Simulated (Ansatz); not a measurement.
Consider the ligand exchange at a Zn–C bond: `[SiH3]O[CH2][ZnH]` + `OCF` → `FC[O][ZnH]` + `CO[SiH3]`.

Calculated with Ansatz (gas phase, PBE0-D4/def2-TZVP geometries, no zero-point term in ΔE). CCSD(T)/CBS is the MP2 limit (def2-TZVPP, def2-QZVPP) plus CCSD(T) − MP2 in def2-TZVPP, frozen cores. DFT in def2-TZVPP. B3LYP here is the variant with VWN-RPA as its local correlation; programs differ in this. For Zn outer-core shells are correlated without core-valence functions, which leaves a few kJ/mol of doubt a bond. Scalar relativity is left out up to krypton. One conformer a species, not always the lowest.

`[SiH3]O[CH2][ZnH]`:

```xyz
10

Si   -1.530   -0.836   -0.367
O    -0.075   -0.109   -0.607
C     0.660    0.396    0.519
Zn    2.319    1.192   -0.176
H    -2.032   -1.244   -1.701
H    -2.489    0.103    0.280
H    -1.387   -2.027    0.517
H     0.870   -0.417    1.228
H     0.056    1.135    1.063
H     3.608    1.807   -0.756
```

`OCF`:

Cartesian coordinates in Å:
```
O 0.257 0.132 1.043
C 0.114 -0.149 -0.290
F -0.082 1.005 -1.023
H -0.590 0.414 1.400
H -0.746 -0.796 -0.501
H 1.046 -0.605 -0.629
```

`FC[O][ZnH]`:

Cartesian coordinates in Å:
```
F 0.830 0.014 1.025
C -0.518 0.404 0.766
O -0.813 0.130 -0.514
Zn 0.569 -0.614 -1.421
H -1.122 -0.172 1.479
H -0.552 1.477 0.995
H 1.607 -1.239 -2.329
```

`CO[SiH3]`:

Cartesian coordinates in Å:
```
C 0.553 1.084 0.611
O 0.754 -0.005 -0.259
Si -0.443 -1.064 -0.634
H -0.217 1.765 0.231
H 1.492 1.634 0.692
H 0.259 0.749 1.613
H 0.145 -2.051 -1.568
H -1.591 -0.363 -1.275
H -0.951 -1.748 0.590
```

```
             level  ΔE (kcal/mol)  difference from CCSD(T)/CBS
            PBE-D4          -21.4                          2.8
         r2SCAN-D4          -24.7                         -0.5
           PBE0-D4          -22.2                          2.0
          B3LYP-D4          -23.5                          0.7
           ωB97M-V          -23.4                          0.8
            B2PLYP          -24.5                         -0.3
               PBE          -21.6                          2.6
            r2SCAN          -24.8                         -0.6
             B3LYP          -23.8                          0.4
     HF/def2-TZVPP          -28.2                         -4.0
    MP2/def2-TZVPP          -23.8                          0.4
   CCSD/def2-TZVPP          -24.5                         -0.3
CCSD(T)/def2-TZVPP          -24.1                          0.1
    MP2/def2-QZVPP          -24.1                          0.1
     MP2/CBS(def2)          -23.9                          0.3
    CCSD/CBS(def2)          -24.6                         -0.4
       CCSD(T)/CBS          -24.2                            0
```

Largest T1 diagnostic among the species: 0.016.

From PBE to PBE0 (25 % exact exchange), in def2-TZVPP and without D4, ΔE moves by −0.8 kcal/mol. In def2-TZVPP, CCSD(T) changes the Hartree–Fock value by +4.1 kcal/mol (the triples alone add +0.4 kcal/mol) and MP2 by +4.3 kcal/mol.
